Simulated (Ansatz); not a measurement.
Born–Oppenheimer molecular dynamics of C₂H₉FO₂Si₂ (16 atoms, charge 0, multiplicity 1). It starts from a relaxed structure.

The calculation used RKS B3LYP-D4/STO-3G in Ansatz 0.2.0.

```yaml
ensemble: NVT, Langevin thermostat
time_step: 0.5 fs
steps_asked: 250
set_temperature: 500 K
friction: 0.05 /fs
seed: 991656
```

First frame:

```xyz
16
Properties=species:S:1:pos:R:3
Si -0.025 -0.113 -0.421
F 0.118 -0.052 1.212
O 1.546 0.058 -1.095
C 2.431 -1.036 -0.701
H 2.091 -2.034 -1.062
H 3.423 -0.840 -1.155
H 2.578 -1.113 0.401
O -0.707 1.369 -0.958
C -2.126 1.472 -0.628
H -2.329 1.471 0.468
H -2.493 2.437 -1.031
H -2.748 0.665 -1.081
Si -1.181 -1.985 -1.058
H -2.240 -2.284 -0.121
H -1.775 -1.805 -2.362
H -0.311 -3.137 -1.120
```

Task: How far do the bonds stretch over the last three quarters of this one trajectory? (Pairs bonded in most of those frames.)

Result: 
| bond | mean (Å) | spread (Å) | shortest | longest |
| --- | --- | --- | --- | --- |
| Si1–F2 | 1.649 | 0.030 | 1.58 | 1.70 |
| Si1–O3 | 1.732 | 0.024 | 1.68 | 1.77 |
| Si1–O8 | 1.718 | 0.041 | 1.65 | 1.82 |
| Si1–Si13 | 2.254 | 0.036 | 2.18 | 2.30 |
| O3–C4 | 1.489 | 0.038 | 1.42 | 1.56 |
| C4–H5 | 1.118 | 0.030 | 1.04 | 1.21 |
| C4–H6 | 1.107 | 0.020 | 1.06 | 1.15 |
| C4–H7 | 1.119 | 0.022 | 1.08 | 1.18 |
| O8–C9 | 1.474 | 0.026 | 1.40 | 1.51 |
| C9–H10 | 1.116 | 0.028 | 1.05 | 1.17 |
| C9–H11 | 1.115 | 0.024 | 1.07 | 1.17 |
| C9–H12 | 1.119 | 0.029 | 1.04 | 1.20 |
| Si13–H14 | 1.448 | 0.027 | 1.39 | 1.51 |
| Si13–H15 | 1.443 | 0.024 | 1.39 | 1.51 |
| Si13–H16 | 1.463 | 0.057 | 1.36 | 1.59 |

Mean temperature of the second half: 448 K. The mean temperature of the second half is 10 % below the set value. A run of 0.12 ps of so small a system gives no equilibrium averages. Limits of this set-up: minimal basis.

The run took 17 min on 1 thread of Arm Neoverse V2, with other jobs on the host, peak memory 0.14 GiB.
